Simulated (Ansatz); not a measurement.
Isolated molecules relaxed with PBE0-D4/def2-TZVP in Ansatz; ΔE leaves out vibrations. CCSD(T)/CBS is the MP2 limit (def2-TZVPP, def2-QZVPP) plus CCSD(T) − MP2 in def2-TZVPP, frozen cores. This one scheme is used for every species. Functionals use def2-TZVPP. B3LYP here is the variant with VWN-RPA as its local correlation; programs differ in this. One conformer a species, not always the lowest.

`F[Si](F)(Cl)O[SiH3]` + `O[SiH3]` → `F[Si](Cl)(O[SiH3])O[SiH3]` + H–F  (ligand exchange at the Si–F bond)

CCSD(T)/CBS gives +11.1 kJ/mol.

Q: Another level gave +20.6 kJ/mol. Which?
A. B3LYP/def2-TZVPP
B. HF/def2-TZVPP
C. MP2/def2-TZVPP
D. ωB97M-V/def2-TZVPP

A: B. HF/def2-TZVPP 20.6, ωB97M-V 16.3, B3LYP 25.1, MP2/def2-TZVPP 11.5 kJ/mol.

Largest T1 diagnostic among the species: 0.011.

From PBE to PBE0 (25 % exact exchange), in def2-TZVPP and without D4, ΔE moves by −4.1 kJ/mol. In def2-TZVPP, CCSD(T) changes the Hartree–Fock value by −7.6 kJ/mol (the triples alone add −1.1 kJ/mol) and MP2 by −9.1 kJ/mol. The D4 term adds −13.5 kJ/mol with B3LYP and −7.9 kJ/mol with PBE0; it sums over pairs of atoms, weighted by their polarisabilities, and B3LYP, whose exchange is more repulsive, gets the larger term.
